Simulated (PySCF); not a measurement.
**Two-dimensional NMR puzzle**

Compound of formula C6H5N. Correlations simulated from computed shifts and couplings:

HSQC (one-bond C–H):
```tsv
δH	δC	¹J(C,H) (Hz)
7.50	155.6	176
6.98	149.2	179
6.92	140.2	174
3.32	49.7	136
```

COSY cross peaks (|J| ≥ 2 Hz):
```tsv
δH	δH	abs. J (Hz)	bonds
7.50	6.92	3.3	3
7.50	3.32	2.1	4
6.98	6.92	6.3	3
```

HMBC (two and three bonds, |J| ≥ 2.5 Hz):
```tsv
δH	δC [abs. J in Hz]
7.50	149.2 [9.3], 140.2 [5.8], 121.4 [4.9], 49.7 [8.2]
6.98	155.6 [11.2], 140.2 [4.3], 123.0 [6.5], 49.7 [9.1]
6.92	155.6 [6.8], 149.2 [3.5], 123.0 [9.5], 49.7 [9.4]
3.32	155.6 [3.7], 149.2 [4.4], 140.2 [3.7], 123.0 [4.8]
```

Carbons without hydrogens: δ 123.0, 121.4.

PySCF 2.14.0 with density-fitted response routines calculation with structure optimised with GFN2-xTB, PBE0/pcSseg-1 with gauge-including orbitals and B3LYP/pcJ-1 coupling constants (spin–dipole term only in couplings to heteroatoms); non-relativistic Hamiltonian, a single conformation, no solvent model, equivalent nuclei averaged.

References, each an isolated molecule treated in the same way: ¹H, ¹³C vs TMS.

Exchangeable hydrogens are left out of these lists, and C,H couplings along chains are those of one rotamer, so weak HMBC peaks may be missing or extra.

Task: Assemble the structure.

Result: `N#CC1=CC=CC1`.

Atom-mapped SMILES (the numbers label the heavy atoms): `[N:1]#[C:2][C:3]1=[CH:4][CH:5]=[CH:6][CH2:7]1`. Each H is labelled by its parent atom.

δC 155.6 is C4, an alkene CH (δH 7.50). δC 149.2 is C6, an alkene CH (δH 6.98). δC 140.2 is C5, an alkene CH (δH 6.92). δC 123.0 is C3, a fully substituted alkene carbon. δC 121.4 is C2, a nitrile carbon. δC 49.7 is C7, an allylic sp3 CH2 (δH 3.32). HMBC from δH 7.50 reaches the proton-free carbon C2. HMBC from δH 6.98 reaches the proton-free carbon C3. HMBC from δH 6.92 reaches the proton-free carbon C3. HMBC from δH 3.32 reaches the proton-free carbon C3. COSY links 7.50–6.92, 7.50–3.32, 6.98–6.92.

The shifts were computed for this structure.

Unscaled 3J(H,H) at this level run about 10 % above measured values. Shifts are as computed. Against solution values, carbons near 30 ppm lie about +3 ppm off and those near 130 ppm about +5 ppm. Of 1211 compounds with measured shifts, 218 miss one by over three times the rms of a fit or turn the order of signals round; such compounds aren't used in these exercises.
